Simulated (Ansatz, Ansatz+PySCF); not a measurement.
```yaml
atoms:
  - { symbol: Al, position_ang: [0.0000, 0.0000, 0.0000] }
  - { symbol: Al, position_ang: [1.1503, 1.5338, 3.3207] }
```

Basis set: 6-31G (spherical functions). Correlated methods keep 10 orbitals frozen. Charge 0, multiplicity 3.

Computed with Ansatz (development build ahead of 0.2.0); the reference of a correlated method needn't be the lowest determinant of its kind.

Give the atomization energy at this shape (free ground-state atoms in the same class of orbitals less the molecule, no zero-point energy) of triplet Al₂ by full CI (lowest root of this spin), UHF-CCSD(T), UHF-CCSD.

```csv
method,atomization energy
full CI (lowest root of this spin),52.3 kJ/mol
UHF-CCSD(T),48.6 kJ/mol
UHF-CCSD,43.3 kJ/mol
```

Caution for UHF-CCSD(T), UHF-CCSD: large amplitudes, a single reference is doubtful; the amplitudes may be one of several solutions; the determinant is a saddle point; the reference determinant was not shown to be the lowest.

This basis has no polarisation functions and is too small for such energies, which can lie far from measured ones in either direction.
